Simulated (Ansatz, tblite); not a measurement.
Removing and adding an electron: Al₄O₆ (the lowest singlet isomer of a short search). Charge 0, multiplicity 1. Geometry: r2SCAN-D4/def2-SVP. Ansatz, gas phase; energy differences of separate SCF runs; the oxidised species was run as a doublet alone; the reduced species was run as a doublet alone.

```xyz
10

Al   -0.653   -1.461   -0.374
Al    1.574    0.032   -0.469
Al   -0.828    1.186   -0.780
Al   -0.093    0.243    1.622
O     1.603    0.298    1.248
O    -0.808   -1.318    1.352
O    -0.998    1.546    0.912
O     0.808    1.319   -1.352
O     0.997   -1.546   -0.912
O    -1.603   -0.298   -1.248
```

The xTB rows come from tblite. Correlated methods freeze 26 core orbitals. The rows differ in basis, and correlated rows in double-zeta sets carry the largest basis error. In CCSD on the charge 1 doublet the largest single amplitude is 0.31, so its Hartree–Fock determinant may place the open shell otherwise than the density functionals do. The structure comes from a short search, and lower isomers may exist.

```csv
level,−HOMO (eV),vertical IE (eV),−LUMO (eV),vertical EA (eV),HOMO–LUMO gap (eV),IE − EA (eV)
GFN1-xTB,12.61,15.47,9.70,6.92,2.91,8.54
GFN2-xTB,13.25,16.12,10.04,7.06,3.21,9.06
HF/def2-SVP,–,9.42,–,–,–,–
PBE-D4/def2-TZVPD,6.53,–,3.84,2.09,2.69,–
PBE0-D4/def2-TZVP,8.06,9.89,2.96,–,5.10,–
PBE0-D4/def2-TZVPD,8.11,–,2.99,1.79,5.12,–
CAM-B3LYP-D4/def2-TZVP,9.57,10.36,2.20,–,7.37,–
CAM-B3LYP-D4/def2-TZVPD,9.63,–,2.24,1.61,7.39,–
MP2/def2-SVP,–,10.74,–,–,–,–
CCSD/def2-SVP,–,10.30,–,–,–,–
CCSD(T)/def2-SVP,–,10.18,–,–,–,–
```

Relaxing the oxidised species (r2SCAN-D4/def2-SVP) changes its energy by -0.28 eV at PBE0-D4/def2-TZVP, so the adiabatic ionisation energy to this nearest minimum is 9.60 eV.  Relaxing the reduced species (r2SCAN-D4/def2-SVPD) changes its energy by -0.06 eV at PBE-D4/def2-TZVPD, so the adiabatic electron affinity to this nearest minimum is 2.16 eV. At PBE0-D4/def2-TZVPD that geometry lies 0.04 eV above the vertical one, so it gives no adiabatic value.  Run but left out: PBE-D4/def2-TZVP (charge +1 doublet: an occupied level 0.28 eV above an empty one).   Raw xTB energy differences between charge states are shifted by several eV; the methods need an empirical correction for them.
